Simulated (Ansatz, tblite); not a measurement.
Cost and result up the ladder for SiH2Me(NMeEt) (C4H13NSi) (19 atoms). Total charge 0; singlet. Geometry: r2SCAN-D4/def2-SVP.

```xyz
19

Si   -0.971   -0.477   -0.999
H    -0.339   -0.180   -2.335
H    -1.128   -1.962   -0.911
C    -2.639    0.382   -0.970
H    -3.282   -0.031   -1.765
H    -2.554    1.465   -1.154
H    -3.149    0.234   -0.005
N    -0.014   -0.016    0.384
C     0.094    1.367    0.800
C     1.040   -0.888    0.884
C     2.421   -0.658    0.267
H     0.202    1.431    1.900
H     0.955    1.909    0.355
H    -0.816    1.924    0.530
H     1.105   -0.764    1.984
H     0.734   -1.934    0.711
H     3.161   -1.353    0.695
H     2.396   -0.815   -0.824
H     2.784    0.366    0.452
```

Ansatz on 4 threads of Intel Xeon on a shared host; xTB runs through tblite on one thread. Times are rough, summed over both states, and most runs start from the orbitals of an earlier one. PBE0-D4/def2-TZVP serves as the yardstick here, not as an exact answer. Differences are given only for rows in sets of like size (and for xTB, whose basis is part of the method), since another set adds its own error. The other state is a doublet.

The xTB rows come from tblite. LC-ωPBE has ω = 0.4 bohr⁻¹. Correlated methods freeze 10 core orbitals. The rows differ in basis, and correlated rows in double-zeta sets carry the largest basis error.

Correlated methods converge slowly with the basis, most of all in double-zeta sets.

Raw xTB energies of ions are shifted by several eV.

```json
{"level": "GFN2-xTB", "functions": "42", "wall time": "0.064 s", "vertical IE (eV)": "12.62", "difference from PBE0-D4/def2-TZVP (eV)": "4.59"}
{"level": "GFN1-xTB", "functions": "55", "wall time": "0.075 s", "vertical IE (eV)": "13.53", "difference from PBE0-D4/def2-TZVP (eV)": "5.50"}
{"level": "PBE-D4/def2-TZVP", "functions": "270", "wall time": "30 s", "vertical IE (eV)": "7.91", "difference from PBE0-D4/def2-TZVP (eV)": "-0.12"}
{"level": "PBE0-D4/def2-TZVP", "functions": "270", "wall time": "40 s", "vertical IE (eV)": "8.03", "difference from PBE0-D4/def2-TZVP (eV)": "0.00"}
{"level": "LC-ωPBE/def2-TZVP", "functions": "270", "wall time": "48 s", "vertical IE (eV)": "8.23", "difference from PBE0-D4/def2-TZVP (eV)": "0.20"}
{"level": "CCSD(T)/def2-SVP", "functions": "153", "wall time": "5.6 min", "vertical IE (eV)": "7.98", "difference from PBE0-D4/def2-TZVP (eV)": "–"}
```
